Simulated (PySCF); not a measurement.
## MAg for M along the chalcogens

PBE0 with triple-zeta basis sets in PySCF, for the lowest determinant that a PBE0 search found; no spin–orbit coupling. De refers to high-spin ground-configuration atoms. A positive dipole means M(−)Ag(+).

```
 M         basis  state (unpaired electrons)  Re (Å)  ωe (cm⁻¹)  De (eV)  μ (D)
 O  x2c-TZVPPall               doublet (π ↑)   2.000        491     1.91   4.93
Se  x2c-TZVPPall               doublet (π ↑)   2.408        230     2.13   4.13
```

(1) The row for M = S is missing. Estimate Re, ωe and De as the mean of the rows for O and Se, and compare with the calculation.

These are scalar-relativistic numbers at best; spin–orbit coupling would shift them, the dissociation energy most. With d or f electrons several states lie close, and the lowest PBE0 determinant need not be the measured ground state.

Results:

(1) The means are 2.204 Å, 360 cm⁻¹ and 2.02 eV. PBE0 in x2c-TZVPPall gives AgS as a doublet (π ↑) with Re = 2.295 Å, ωe = 328 cm⁻¹, De = 2.26 eV, so the estimate is off by -9.1 pm, +10 % and -0.24 eV.
